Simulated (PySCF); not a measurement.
Gas-phase reaction: ZrCl₄.H₂O + 6 O → ZrO₂ + 4 ClO + H₂O

Computed with PySCF and rigid-rotor harmonic-oscillator thermochemistry at 1 bar. S°(298 K) at PBE0/def2-TZVP differs from the NASA 1993 table for ZrO₂ (-6 J/mol/K); whether the harmonic model or the table's entry is off was not settled. † marks an energy on the PBE0/def2-TZVP geometry and frequencies; other levels use their own. Open shells (unrestricted): O (multiplicity 3, electronic degeneracy 9), ClO (multiplicity 2, electronic degeneracy 4); the rest are closed-shell singlets. Spin-orbit splitting is ignored; it lowers the true energy and changes the entropy of O, ClO. Zr: scalar-relativistic def2 core potential, no spin-orbit coupling. Adducts (ZrCl₄.H₂O) have no counterpoise correction, and HF, PBE, BLYP, B3LYP and PBE0 lack dispersion. ZrCl₄.H₂O: computed as isolated molecules; such fragments, hydroxides, amides, oligomers or adducts are transient or little studied in the gas. The harmonic model lacks anharmonicity and excited electronic states, which grow with temperature; levels with a mode under 35 cm⁻¹ are left out. Soft modes under 120 cm⁻¹ make the harmonic entropy rough for ZrCl₄.H₂O.

```json
[
 {"level": "BLYP/def2-TZVP†", "ΔE electronic, kJ": "-714", "ΔH°(298 K), kJ": "-712", "ΔS°(298 K), J/K": "-50", "ΔG°(2500 K), kJ": "-424"},
 {"level": "M06-2X/def2-TZVP†", "ΔE electronic, kJ": "-368", "ΔH°(298 K), kJ": "-367", "ΔS°(298 K), J/K": "-50", "ΔG°(2500 K), kJ": "-78"},
 {"level": "PBE/def2-SVP", "ΔE electronic, kJ": "-623", "ΔH°(298 K), kJ": "-623", "ΔS°(298 K), J/K": "-47", "ΔG°(2500 K), kJ": "-345"},
 {"level": "PBE/def2-TZVP†", "ΔE electronic, kJ": "-772", "ΔH°(298 K), kJ": "-770", "ΔS°(298 K), J/K": "-50", "ΔG°(2500 K), kJ": "-482"},
 {"level": "PBE0/def2-SVP†", "ΔE electronic, kJ": "-273", "ΔH°(298 K), kJ": "-272", "ΔS°(298 K), J/K": "-50", "ΔG°(2500 K), kJ": "16"},
 {"level": "r2SCAN/def2-TZVP†", "ΔE electronic, kJ": "-497", "ΔH°(298 K), kJ": "-495", "ΔS°(298 K), J/K": "-50", "ΔG°(2500 K), kJ": "-207"},
 {"level": "LDA/def2-TZVP†", "ΔE electronic, kJ": "-1097", "ΔH°(298 K), kJ": "-1095", "ΔS°(298 K), J/K": "-50", "ΔG°(2500 K), kJ": "-807"},
 {"level": "ωB97M-V/def2-TZVP†", "ΔE electronic, kJ": "-413", "ΔH°(298 K), kJ": "-411", "ΔS°(298 K), J/K": "-50", "ΔG°(2500 K), kJ": "-123"},
 {"level": "ωB97X-V/def2-TZVP†", "ΔE electronic, kJ": "-430", "ΔH°(298 K), kJ": "-428", "ΔS°(298 K), J/K": "-50", "ΔG°(2500 K), kJ": "-140"}
]
```
ΔH° is lowest at LDA/def2-TZVP† and highest at PBE0/def2-SVP†. No reference value is set beside these.
